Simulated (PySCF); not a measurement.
Cl₂HSi, SMILES Cl[SiH]Cl (connectivity only; charge and spin as stated), charge +1, multiplicity 1. Geometry optimised at PBE0-D3(BJ)/def2-TZVP. The multiplicity is an assumed one; other spin states were not compared. The isomer is the one that the SMILES or the coordinates give; other isomers of the formula were not compared.

Level of theory: PBE0-D3(BJ)/def2-TZVP (PySCF).

Harmonic wavenumbers (cm⁻¹): 203, 520, 591, 729, 813, 2331. Rotational constants (GHz): 21.77, 2.489, 2.234; symmetry number 2.

Question: Work out the zero-point energy and the ideal-gas rigid-rotor harmonic-oscillator thermochemistry at 298.15 K and 1 atm.

Answer: ZPE = ½ Σ hcν = ½ × 5186 cm⁻¹ = 31.02 kJ/mol. H − E(el) = 43.84 kJ/mol. Entropy in J/(mol K): translation 166.18, rotation 100.46, vibration 15.27, total 281.91. G − E(el) = -40.21 kJ/mol. Cp = 56.27 J/(mol K).
